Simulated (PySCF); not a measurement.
Molecule: SMILES C#C[SiH2]C#C[SiH2]C=C, C$_{6}$H$_{8}$Si$_{2}$.

Bonds (- single, = double, # triple, : aromatic): C1#C2, C2-Si3, Si3-C4, C4#C5, C5-Si6, Si6-C7, C7=C8. C1 carries H9; Si3 carries H10, H11; Si6 carries H12, H13; C7 carries H14; C8 carries H15, H16. H16 is cis to Si6; H15 is trans to Si6.

Frames of a GFN2-xTB Langevin trajectory at 400 K; GIAO PBE0/pcSseg-1 shieldings in PySCF, gas phase, non-relativistic; equivalent atoms averaged within each frame.

Chemical shifts δ = σref − σ; $^{13}$C (σ = 186.93 ppm), $^{29}$Si (σ = 349.16 ppm), $^{1}$H (σ = 31.72 ppm) against TMS, all at this level. The references are static minima.

Problem. How do the shifts (ppm) fluctuate along the trajectory?

Solution. 
```
         time (fs)     C8     C7     C5     C4     C1    C2    Si6     Si3   H14   H16
               250  138.3  134.5  133.4  120.7  108.8  95.0  -65.7   -86.5  7.38  6.75
               425  131.4  138.7  119.5  118.6  113.5  87.6  -72.0   -90.2  6.76  5.64
               625  135.6  145.4  123.6  112.9  111.7  84.9  -61.0  -105.9  6.65  4.94
               800  144.8  146.2  121.5  122.5  105.2  89.3  -65.5   -94.3  7.26  4.87
              1000  147.5  139.6  116.6  122.4  108.5  84.5  -76.0   -86.0  7.23  6.93
    mean of frames  139.5  140.9  122.9  119.4  109.5  88.3  -68.0   -92.6  7.06  5.83
standard deviation    6.6    4.9    6.4    4.0    3.2   4.3    5.9     8.2  0.33  0.98
```

5 frames give an uncertainty of the mean of about the standard deviation over 2.2 at best, since frames this close in time may not be independent; classical motion lacks zero-point vibration, and the reference would need the same averaging.
